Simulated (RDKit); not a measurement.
Job for RDKit: UFF on HF (SMILES F).

```python
from rdkit import Chem
from rdkit.Chem import AllChem, rdDetermineBonds

blocks = [
'''2

F    -0.36194887    0.09118167    0.36872664
H    -0.49782354    0.35622851    1.24795816
''',
]
mol = None
for b in blocks:
    f = Chem.MolFromXYZBlock(b)
    rdDetermineBonds.DetermineBonds(f, charge=0)
    mol = f if mol is None else Chem.CombineMols(mol, f)
Chem.SanitizeMol(mol)
print(Chem.MolToSmiles(Chem.RemoveHs(mol)))
ff = AllChem.UFFGetMoleculeForceField(mol, vdwThresh=100.0, ignoreInterfragInteractions=False)
e = ff.CalcEnergy()
print(f'UFF energy {e:.6f} kcal/mol')
```

It printed:

```
F
UFF energy 1.402307 kcal/mol
```

The run finished.

Cost: very roughly 0.03 core-seconds.
